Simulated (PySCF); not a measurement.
CH5NbO2S, SMILES [Nb]([OH])(=[S])([OH])[CH3], multiplicity 1. Geometry: PBE-D3(BJ)/def2-SVP. The spin state was assumed, not searched. The structure was generated by enumeration; whether it is a known compound was not checked. The def2 effective core potentials stand for the cores of Nb; spin–orbit coupling is left out. Other conformers were not sampled.

Level of theory: PBE-D3(BJ)/def2-SVP (PySCF).

Harmonic wavenumbers (cm⁻¹): 150, 150, 157, 168, 168, 190, 327, 348, 470, 482, 528, 538, 539, 596, 708, 738, 1122, 1343, 1348, 2949, 3053, 3068, 3764, 3768. Rotational constants (GHz): 2.744, 1.969, 1.950; symmetry number 1.

### Question
Work out the zero-point energy and the ideal-gas rigid-rotor harmonic-oscillator thermochemistry at 298.15 K and 1 atm.

### Answer
ZPE = ½ Σ hcν = ½ × 26670 cm⁻¹ = 38.13 kcal/mol. H − E(el) = 44.24 kcal/mol. Entropy in cal/(mol K): translation 41.37, rotation 27.81, vibration 21.82, total 91.00. G − E(el) = 17.11 kcal/mol. Cp = 31.72 cal/(mol K). Modes under 150 cm⁻¹ make the vibrational entropy uncertain.
